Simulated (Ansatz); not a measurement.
Ansatz (a program for electronic structure) input:
A basis named .json is the Basis Set Exchange file of that set.

Ansatz 0.2 input:
```yaml
crystal:
  periodic: [false, false, false]
  atoms:
    - {symbol: Cs, position_ang: [-0.00000000, -0.00000000, -1.53295589]}
    - {symbol: Ag, position_ang: [0.00000000, 0.00000000, 1.79388456]}
basis:
  gaussian:
    orbitals: def2-TZVPPD.json
    fitting: {mean_field: def2-universal-jkfit, correlation: def2-TZVPPD-RIFIT.json}
magnetization: {spin_polarized: true, initial_magnetization: 2}
correlation: {method: mp2, electrons: outside_noble_gas}
```

Question: What final total energy does it print?

Answer: -166.34372 Eh (RI-MP2/def2-TZVPPD). The basis has 95 functions.

This state (charge 0, triplet) is run at the relaxed geometry of the species with charge 0 and multiplicity 1, and is a spin state other than that species' own.
